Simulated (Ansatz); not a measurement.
H2ClISi, singlet, geometry from GFN2-xTB (core potentials on I); PBE/def2-TZVP run with Ansatz (a program for electronic structure).

The Ansatz input:
Ansatz 0.2 input:
```yaml
crystal:
  periodic: [false, false, false]
  atoms:
    - {symbol: Si, position_ang: [-1.20698753, -0.73089849, 0.11454845]}
    - {symbol: Cl, position_ang: [-2.41712572, 0.86332517, 0.01184486]}
    - {symbol: I, position_ang: [1.14599811, -0.02746146, -0.04131496]}
    - {symbol: H, position_ang: [-1.32806279, -1.38094698, 1.40422545]}
    - {symbol: H, position_ang: [-1.42087434, -1.60754483, -1.01957352]}
basis:
  gaussian:
    orbitals: def2-TZVP
hamiltonian:
  xc: pbe
```

The log (banner, timings and long lists left out):

```
Functional definition: PBE
963 factors; their error is unknown
mean field evaluation 1: about -28526.1708 eV, gradient 1.8e1 eV
mean field evaluation 2: about -28525.6706 eV, gradient 2.4e1 eV
mean field evaluation 4: about -28527.2025 eV, gradient 1.1e0 eV
mean field evaluation 8: about -28527.1893 eV, gradient 3.2e-2 eV
mean field evaluation 16: about -28527.1893 eV, gradient 2.8e-5 eV
mean field -28527.18933086 eV, -1048.3548714855 hartree, gradient 2.8e-5 eV, S^2 0.000000; 0 other end points of the search recorded, 0 dependent functions left out
reference -28527.18936691 eV, -1048.3548728104 hartree; 29, 29 occupied and 107, 107 virtual orbitals, 963 factors
Total energy: -28527.18936691 eV, -1048.3548728104 hartree
```
